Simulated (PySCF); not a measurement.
# Cl³⁺ (chlorine, charge +3) across methods

[Ne] 3s2 3p2, high-spin 3P determinant. Calculation: PySCF 2.14, in aug-cc-pV(Q+d)Z (7s6p5d3f2g, 89 functions); no relativity, point nucleus.

```json
{"method": "r2SCAN", "E (hartree)": "-457.3113", "mean ε 3s α (eV)": "-60.715", "mean ε 3s β (eV)": "-56.953", "mean ε 3p α (eV)": "-46.891", "Σ⟨r²⟩ (bohr²)": "11.51", "⟨S²⟩": "2.006"}
{"method": "LC-wPBE", "E (hartree)": "-457.2136", "mean ε 3s α (eV)": "-65.521", "mean ε 3s β (eV)": "-61.661", "mean ε 3p α (eV)": "-51.284", "Σ⟨r²⟩ (bohr²)": "11.49", "⟨S²⟩": "2.004"}
{"method": "PBE", "E (hartree)": "-457.1618", "mean ε 3s α (eV)": "-59.771", "mean ε 3s β (eV)": "-56.798", "mean ε 3p α (eV)": "-46.279", "Σ⟨r²⟩ (bohr²)": "11.50", "⟨S²⟩": "2.003"}
{"method": "PBE0", "E (hartree)": "-457.1989", "mean ε 3s α (eV)": "-62.378", "mean ε 3s β (eV)": "-58.401", "mean ε 3p α (eV)": "-48.164", "Σ⟨r²⟩ (bohr²)": "11.50", "⟨S²⟩": "2.004"}
{"method": "revPBE", "E (hartree)": "-457.2737", "mean ε 3s α (eV)": "-59.770", "mean ε 3s β (eV)": "-56.706", "mean ε 3p α (eV)": "-46.285", "Σ⟨r²⟩ (bohr²)": "11.50", "⟨S²⟩": "2.003"}
{"method": "UHF", "E (hartree)": "-456.79455", "mean ε 3s α (eV)": "-69.306", "mean ε 3s β (eV)": "-61.671", "mean ε 3p α (eV)": "-53.018", "Σ⟨r²⟩ (bohr²)": "11.60", "⟨S²⟩": "2.010"}
{"method": "LDA", "E (hartree)": "-455.8376", "mean ε 3s α (eV)": "-59.687", "mean ε 3s β (eV)": "-57.005", "mean ε 3p α (eV)": "-46.166", "Σ⟨r²⟩ (bohr²)": "11.51", "⟨S²⟩": "2.001"}
{"method": "PBEsol", "E (hartree)": "-456.4769", "mean ε 3s α (eV)": "-59.678", "mean ε 3s β (eV)": "-56.704", "mean ε 3p α (eV)": "-46.170", "Σ⟨r²⟩ (bohr²)": "11.50", "⟨S²⟩": "2.002"}
```

Q: Estimate the same row for M06.

A: E (hartree) = -457.3386; mean ε 3s α (eV) = -62.064; mean ε 3s β (eV) = -58.405; mean ε 3p α (eV) = -47.637; Σ⟨r²⟩ (bohr²) = 11.44; ⟨S²⟩ = 2.002.
